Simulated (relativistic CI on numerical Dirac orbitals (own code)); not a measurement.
Method of calculation: Dirac-Coulomb-Breit CI, separate exchange-only KLI orbitals for each configuration, QED by a radiative potential, unscaled Slater integrals (own radial code, finite nucleus).

CI space (outside the closed core [Ne]): 3s²3p⁴, 3s²3p³3d, 3s3p⁵, 3p⁶, 3s3p⁴3d, 3s3p³3d², 3p⁵3d, 3s²3p²3d4p, 3s3p³3d4s, 3p⁵4s, 3s²3p³4s, 3p⁵4p, 3s²3p³4p, 3s²3p³4d, 3p⁴3d4p, 3s3p⁴4s, 3s²3p³4f, 3s3p⁴4p, 3s3p⁴4d, 3s3p⁴4f, 3s²3p³5s, 3s²3p³5p, 3s²3p²4s4p, 3s²3p³5d, 3s²3p³5f, 3s²3p³5g, 3s3p³4s², 3s3p⁴5s, 3s²3p²3d², 3s²3p3d³, 3s3p²3d³, 3s²3p3d²4s, 3s²3p3d²4p, 3s²3p3d²4d, 3p⁴3d², 3p³3d³, 3p³3d²4s, 3p³3d²4p, 3p³3d²4d, 3s²3p²3d4s, 3s3p²3d²4s, 3s²3p3d4s², 3s²3p3d4s4p, 3s²3p3d4s4d, 3p⁴3d4s, 3p³3d4s², 3p³3d4s4p, 3p³3d4s4d, 3s²3p²4s², 3s3p²3d4s², 3s²3p4s²4p, 3s²3p4s²4d, 3s²3p²4p², 3s²3p3d4p², 3s3p²3d4p², 3s²3p4s4p², 3s²3p4p³, 3s²3p4p²4d, 3s3p³4s4p, 3s3p²3d4s4p, 3s3p²4s²4p, 3s3p²4s4p², 3s3p²4s4p4d. Double excitations out of closed p, d and f shells are left out; levels of such configurations are missing from the list, as are those of other unlisted configurations, and high levels can miss mixing partners. These lack a partner that the ground configuration has and come out too high: 3s²3p³4f, 3s3p⁴4p, 3s3p⁴4d, 3s3p⁴4f, 3s²3p³5s.

At this charge energies of transitions that change n are usually good to better than 1 %, and those within a shell (Δn = 0) to a few per cent.

Outline of the computed level scheme of W LIX. Lowest level of each configuration: 3s²3p⁴ ³P2 at 0.000 eV; 3s²3p³3d ³D°2 at 234.950 eV; 3s²3p²3d² ³F2 at 480.296 eV; 3s3p⁵ ³P°2 at 531.411 eV.

Some strong electric-dipole decays among the lowest 45 levels: 3s²3p³3d ³S°1 → 3s²3p⁴ ³P2 (4.8e+12 s⁻¹); 3s²3p³3d ³D°2 → 3s²3p⁴ ³P2 (4.2e+12 s⁻¹); 3s²3p³3d ³D°1 → 3s²3p⁴ ¹S0 (4.1e+12 s⁻¹); 3s²3p³3d ³D°3 → 3s²3p⁴ ³P2 (3.0e+12 s⁻¹); 3s²3p³3d ³D°1 → 3s²3p⁴ ³P2 (1.1e+12 s⁻¹); 3s3p⁵ ³P°2 → 3s²3p⁴ ³P2 (8.4e+11 s⁻¹); 3s²3p³3d ¹F°3 → 3s²3p⁴ ¹D2 (6.6e+11 s⁻¹); 3s3p⁵ ¹P°1 → 3s²3p⁴ ³P2 (6.4e+11 s⁻¹).

LS names give the leading component of a level, which can be under half, so a name can repeat, a term be missing and a line seem to break the LS rules.
